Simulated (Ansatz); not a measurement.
```yaml
crystal:
  periodic: [false, false, false]
  atoms:
    - {symbol: Ga, position_ang: [-0.434196, 0.228170, -0.244005]}
    - {symbol: H, position_ang: [0.728922, 1.142521, 0.537041]}
    - {symbol: H, position_ang: [-0.306171, -1.438733, -0.306894]}
basis:
  gaussian: {orbitals: LANL2DZ}
magnetization: {spin_polarized: true, initial_magnetization: 1}
hamiltonian: {xc: {name: r2SCAN50}}
output: {forces: true}
```

```sh
$ ansatz run in.yaml --threads 2 --pin off --events-out ev --progress --plain --max-ram 32768MiB --backend cpu
```

Output, abridged:

```
Error: <dir> can't be read: No such file or directory (os error 2)
```
